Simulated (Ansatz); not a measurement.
Geometry optimisation, RKS r2SCAN/def2-SVP in Ansatz.

The input (input.yaml):

```yaml
crystal:
  periodic: [false, false, false]
  atoms:
    - { symbol: Hf, position_ang: [0.308709, -0.655513, -0.710752] }
    - { symbol: F, position_ang: [-1.322263, 1.470973, 1.714003] }
    - { symbol: Cl, position_ang: [1.704978, -1.839375, -2.139886] }
    - { symbol: Cl, position_ang: [-0.752791, -2.25123, 0.595054] }
    - { symbol: Cl, position_ang: [-1.228865, 0.419596, -2.074046] }
    - { symbol: H, position_ang: [-0.486002, 1.813419, 1.852232] }
    - { symbol: Cl, position_ang: [1.776234, 1.04223, 0.763394] }
basis:
  gaussian: { orbitals: def2-SVP }
hamiltonian:
  xc: r2scan
relax:
  f_tol: 0.03
  max_steps: 50
```

Command:

```bash
$ ansatz run input.yaml --threads 4 --pin off --max-ram 5120MiB --backend cpu --events-out ev --progress --plain --runs-dir out
```

Task: Where does it end, and by what steps?

Result: The forces met the threshold. The force dipped under the threshold on the way, but the program's further checks kept it going. After 10 steps the energy has fallen by 0.922 eV; F2 moved furthest, 0.79 Å. Joined: Hf1–F2 (3.61 → 2.40 Å).

```json
{"step": "0", "energy less start (eV)": "0.0000", "largest force component (eV/Å)": "1.713", "accepted": "yes"}
{"step": "1", "energy less start (eV)": "-0.5193", "largest force component (eV/Å)": "0.415", "accepted": "yes"}
{"step": "2", "energy less start (eV)": "-0.5920", "largest force component (eV/Å)": "0.678", "accepted": "yes"}
{"step": "3", "energy less start (eV)": "-0.6894", "largest force component (eV/Å)": "0.644", "accepted": "yes"}
{"step": "4", "energy less start (eV)": "-0.8052", "largest force component (eV/Å)": "0.480", "accepted": "yes"}
{"step": "5", "energy less start (eV)": "-0.9055", "largest force component (eV/Å)": "0.271", "accepted": "yes"}
{"step": "6", "energy less start (eV)": "-0.9143", "largest force component (eV/Å)": "0.341", "accepted": "yes"}
{"step": "7", "energy less start (eV)": "-0.9205", "largest force component (eV/Å)": "0.051", "accepted": "yes"}
{"step": "8", "energy less start (eV)": "-0.9211", "largest force component (eV/Å)": "0.025", "accepted": "yes"}
{"step": "9", "energy less start (eV)": "-0.9220", "largest force component (eV/Å)": "0.041", "accepted": "yes"}
{"step": "10", "energy less start (eV)": "-0.9221", "largest force component (eV/Å)": "0.011", "accepted": "yes"}
```

```xyz
7
Properties=species:S:1:pos:R:3
Hf 0.139 -0.391 -0.414
F -1.046 0.977 1.159
Cl 1.600 -1.542 -1.820
Cl -0.819 -2.141 0.812
Cl -1.301 0.623 -1.959
H -0.317 1.465 1.517
Cl 1.744 1.008 0.705
```

The run took 88 s on 4 threads of Arm Neoverse N1, on a shared host, peak memory 0.24 GiB.
